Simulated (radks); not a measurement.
Species: neutral rubidium. Configuration: [Kr] 6s1 (not the ground configuration). Method: scalar-relativistic Kohn-Sham, r2SCAN, spin-unpolarised, spherical densities, finite nucleus; meta-GGA in the generalised Kohn-Sham scheme; Fermi nuclear charge, rms radius 4.2036 fm; computed with a radial shooting solver on a logarithmic mesh with Libxc functionals. Some entries of the table are withheld. Estimate them.

orbital,occ.,eigenvalue (hartree),r(max) (bohr),<r^2> (bohr^2)
1s,2,-553.9584,0.02629,0.002189
2s,2,(1),(2),0.03723
2p,6,-65.94911,0.1197,0.02943
3s,2,(3),0.4502,0.2979
3p,6,-8.55193,0.4462,0.3135
3d,10,-3.99606,0.3946,0.3380
4s,2,-1.32427,1.262,2.432
4p,6,-0.71692,1.427,3.391
5s,0,-0.10215,3.981,29.01
5p,0,-0.04579,9.251,111.8
6s,1,-0.03768,12.08,(4)

Answer. 
(1) 2s eigenvalue (hartree): -74.47339
(2) 2s r(max) (bohr): 0.1494
(3) 3s eigenvalue (hartree): -11.31771
(4) 6s <r^2> (bohr^2): 169.7
